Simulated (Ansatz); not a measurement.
`O[CH2][SnH2][SH]` → C• + 6 H• + O• + S• + Sn•  (atomization)

Isolated molecules relaxed with PBE0-D4/def2-TZVP in Ansatz; ΔE leaves out vibrations. CBS: MP2 limit from def2 TZ/QZ plus the TZ coupled-cluster correction, frozen cores. This one scheme is used for every species, atoms too. Functionals use def2-TZVPP. B3LYP here is the variant with VWN-RPA as its local correlation; programs differ in this. No spin–orbit coupling; open shells (•) take unrestricted orbitals. Spin–orbit coupling would lower the free atoms: a little for C, O, S; strongly for Sn. Elements past krypton have def2 core potentials. Bonds to Sn are less sure, by a few kJ/mol each and by 10 to 20 or more in all where they break to atoms, as the def2 sets lack core-valence functions. Each species was taken in one conformer, which may not be the lowest.

CCSD(T)/CBS gives +3110.2 kJ/mol.

Task: Another level gave +3036.5 kJ/mol. Which?
A. B3LYP/def2-TZVPP
B. r2SCAN-D4/def2-TZVPP
C. CCSD/def2-TZVPP
D. ωB97X-V/def2-TZVPP

Result: A. B3LYP 3036.5, r2SCAN-D4 3089.3, ωB97X-V 3106.9, CCSD/def2-TZVPP 2961.8 kJ/mol.

Largest T1 diagnostic among the species: 0.012.

The D4 term adds +35.4 kJ/mol with B3LYP and +18.6 kJ/mol with PBE0; it sums over pairs of atoms, weighted by their polarisabilities, and B3LYP, whose exchange is more repulsive, gets the larger term. In def2-TZVPP, CCSD(T) changes the Hartree–Fock value by +890.0 kJ/mol (the triples alone add +52.8 kJ/mol) and MP2 by +900.2 kJ/mol; breaking electron pairs costs correlation energy, which Hartree–Fock lacks. From PBE to PBE0 (25 % exact exchange), in def2-TZVPP and without D4, ΔE moves by −56.6 kJ/mol: exact exchange takes away binding that semilocal exchange gives to molecules.

For atomizations the MP2-based limit and the directly extrapolated one differ by several kJ/mol either way, and by 10 to 25 for some Ge, Se and Sn compounds, so smaller differences from it don't rank the levels.
